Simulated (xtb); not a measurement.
Input for xtb:
```
$ xtb mol.xyz --gfn 2 --opt vtight --json

# file mol.xyz
6

C      0.03225011    -0.01952285     0.68420374
C      0.03435117    -0.02419844    -0.73414260
H     -0.01617074     0.93132872     1.25239636
H     -0.02905382    -0.92595388     1.22013305
H      0.03562048     0.93405698    -1.23209795
H      0.03335033    -0.89193285    -1.26784565
```

Q: What is the computed dipole moment (GFN2-xTB in xtb 6.7.1)?

A: 0.00 D

Q: What HOMO-LUMO gap does GFN2-xTB give?

A: 5.68 eV

Q: Give the total energy at the end of the optimisation at the level GFN2-xTB.

A: -6.2713 Eh
